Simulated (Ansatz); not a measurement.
Consider the cleavage of the Ge–Si bond: `[OH][GeH2][SiH3]` + HI → `[OH][GeH2][I]` + SiH₄.

Calculated with Ansatz (gas phase, PBE0-D4/def2-TZVP geometries, no zero-point term in ΔE). CCSD(T)/CBS adds triple-zeta CCSD(T) − MP2 to the extrapolated MP2 energy (def2 sets, frozen cores). This one scheme is used for every species. Functionals use def2-TZVPP. HSE06 is defined as in plane-wave codes. Elements past krypton have def2 core potentials. For Ge, I outer-core shells are correlated without core-valence functions, which leaves a few kJ/mol of doubt a bond. Scalar relativity is left out up to krypton. Each species was taken in one conformer, which may not be the lowest.

Problem. Is it downhill or uphill in electronic energy at CCSD(T)/CBS, and by how much? (Best estimate.)

Solution. Ansatz gave: Downhill: ΔE = -82.0 kJ/mol.

Problem. What do these levels give: B97M-V, r2SCANh-D4, HSE06-D4, CAM-B3LYP-D4, ωB97M-V, CAM-B3LYP, RPA@PBE/def2-TZVPP, MP2/def2-SVP, HF/def2-TZVPP, MP2/def2-QZVPP, HF/CBS(def2), CCSD/CBS(def2)? (Estimate.)

Solution. Computed: B97M-V -74.9, r2SCANh-D4 -82.0, HSE06-D4 -78.3, CAM-B3LYP-D4 -80.6, ωB97M-V -82.9, CAM-B3LYP -80.6, RPA@PBE/def2-TZVPP -75.0, MP2/def2-SVP -93.0, HF/def2-TZVPP -98.5, MP2/def2-QZVPP -92.0, HF/CBS(def2) -99.0, CCSD/CBS(def2) -82.6 kJ/mol.

Largest T1 diagnostic among the species: 0.012.

From BLYP to BHLYP (50 % exact exchange), in def2-TZVPP and without D4, ΔE moves by −9.4 kJ/mol. In def2-TZVPP, CCSD(T) changes the Hartree–Fock value by +20.0 kJ/mol (the triples alone add +0.6 kJ/mol) and MP2 by +8.7 kJ/mol.
